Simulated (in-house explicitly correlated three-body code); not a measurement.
The numbers below are computed, except where a source is named.
## Two electrons around a charge Z: functional-driven and density-driven errors

The exact non-relativistic ground state comes from a variational code in 260 exponentially correlated functions, the Kohn-Sham parts from inverting its density (past Z = 6 the correlation energy is taken as exact minus Hartree-Fock, equal to within microhartrees), and self-consistent runs (Hartree-Fock is restricted) from a B-spline radial code. Z may be fractional; the second electron is bound down to Z = 0.911.

The total error of a self-consistent run is the error on the exact density (functional-driven) plus the energy gained by relaxing to the functional's own density (density-driven, never positive). «Unbound» marks a run whose level isn't bound or that didn't converge.

```json
{"Z": "2.28", "LDA VWN5 functional (mEh)": "+88.98", "LDA VWN5 density (mEh)": "-1.81", "M06-L functional (mEh)": "-13.04", "M06-L density (mEh)": "-2.30", "PW91 functional (mEh)": "+7.05", "PW91 density (mEh)": "-1.05"}
{"Z": "2.66", "LDA VWN5 functional (mEh)": "+115.0", "LDA VWN5 density (mEh)": "-1.95", "M06-L functional (mEh)": "-17.03", "M06-L density (mEh)": "-2.29", "PW91 functional (mEh)": "+10.37", "PW91 density (mEh)": "-1.12"}
{"Z": "3.14", "LDA VWN5 functional (mEh)": "?", "LDA VWN5 density (mEh)": "?", "M06-L functional (mEh)": "?", "M06-L density (mEh)": "?", "PW91 functional (mEh)": "?", "PW91 density (mEh)": "?"}
{"Z": "3.9", "LDA VWN5 functional (mEh)": "+205.6", "LDA VWN5 density (mEh)": "-2.24", "M06-L functional (mEh)": "-29.41", "M06-L density (mEh)": "-2.29", "PW91 functional (mEh)": "+21.91", "PW91 density (mEh)": "-1.26"}
{"Z": "4.8", "LDA VWN5 functional (mEh)": "+274.6", "LDA VWN5 density (mEh)": "-2.37", "M06-L functional (mEh)": "-37.92", "M06-L density (mEh)": "-2.31", "PW91 functional (mEh)": "+30.70", "PW91 density (mEh)": "-1.31"}
{"Z": "5.6", "LDA VWN5 functional (mEh)": "?", "LDA VWN5 density (mEh)": "?", "M06-L functional (mEh)": "?", "M06-L density (mEh)": "?", "PW91 functional (mEh)": "?", "PW91 density (mEh)": "?"}
{"Z": "6.7", "LDA VWN5 functional (mEh)": "+425.5", "LDA VWN5 density (mEh)": "-2.52", "M06-L functional (mEh)": "-55.04", "M06-L density (mEh)": "-2.33", "PW91 functional (mEh)": "+49.84", "PW91 density (mEh)": "-1.39"}
{"Z": "8.1", "LDA VWN5 functional (mEh)": "+539.5", "LDA VWN5 density (mEh)": "-2.59", "M06-L functional (mEh)": "-67.13", "M06-L density (mEh)": "-2.34", "PW91 functional (mEh)": "+64.28", "PW91 density (mEh)": "-1.42"}
```

Problem. What belongs in the row Z = 5.6?

Solution. LDA VWN5 functional (mEh): +337.4; LDA VWN5 density (mEh): -2.44; M06-L functional (mEh): -45.25; M06-L density (mEh): -2.32; PW91 functional (mEh): +38.68; PW91 density (mEh): -1.35.

Problem. What belongs in the row Z = 3.14?

Solution. LDA VWN5 functional (mEh): +149.3; LDA VWN5 density (mEh): -2.09; M06-L functional (mEh): -21.93; M06-L density (mEh): -2.28; PW91 functional (mEh): +14.73; PW91 density (mEh): -1.19.

Problem. Which part of the error is larger?

Solution. LDA VWN5: functional-driven +539.5, density-driven -2.59 mEh at Z = 8.1; M06-L: functional-driven -67.13, density-driven -2.34 mEh at Z = 8.1; PW91: functional-driven +64.28, density-driven -1.42 mEh at Z = 8.1. The density-driven part is second order in the error of the density, so it stays small unless the second electron is loosely bound.
